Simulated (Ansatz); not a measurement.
`BSC#C` + `BS` → `BSB` + `C#CS` at 600 K and 1 bar (ligand exchange at a B–S bond).

Computed with Ansatz on PBE0-D4/def2-TZVP structures; ΔE is electronic, products minus reactants. CBS: MP2 limit from def2 TZ/QZ plus the TZ coupled-cluster correction, frozen cores. This one scheme is used for every species. One conformer a species, not always the lowest.

| species | CCSD(T)/CBS energy (Eh) | H − E (kJ/mol) | S (J/(mol·K)) |
| --- | --- | --- | --- |
| `BSC#C` | -500.39539 | 152.9 | 347.6 |
| `BS` | -424.38198 | 108.7 | 286.1 |
| `BSB` | -449.77944 | 155.3 | 334.5 |
| `C#CS` | -475.00020 | 105.8 | 310.8 |

H − E and S are ideal-gas, rigid-rotor, harmonic terms from PBE0-D4/def2-TZVP, for one conformer and one mirror image of each species. 1 Eh = 2625.50 kJ/mol, R = 8.31446 J/(mol·K).

By hand: ΔE, ΔH, ΔS and ΔG.

ΔE = (-449.77944) + (-475.00020) − (-500.39539) − (-424.38198) = -0.00227 Eh = -6.0 kJ/mol. Δ(H − E) = 155.3 + 105.8 − 152.9 − 108.7 = -0.5, so ΔH = -6.5 kJ/mol. ΔS = 334.5 + 310.8 − 347.6 − 286.1 = 11.6 J/(mol·K). ΔG = -6.5 − 600 × (11.6)/1000 = -13.5 kJ/mol.

By hand: the equilibrium constant, and the temperature at which ΔG would vanish if ΔH and ΔS stayed fixed.

log₁₀ K = −ΔG/(RT ln 10) = 1.2. ΔH and −TΔS have one sign here, so there is no such temperature.

TΔS isn't small against ΔH here. A doubt of 5 kJ/mol in ΔE shifts log₁₀ K by 0.4 here. Other conformers and mirror images would add mixing entropy, several J/(mol·K) or more a flexible species. These are equilibria of isolated gas molecules and say nothing of rates. Largest T1 diagnostic: 0.015 (customary marks: 0.02 for closed shells, 0.045 for open ones).

ΔS is within the doubt of such terms, so its sign, and with it that verdict, could turn.
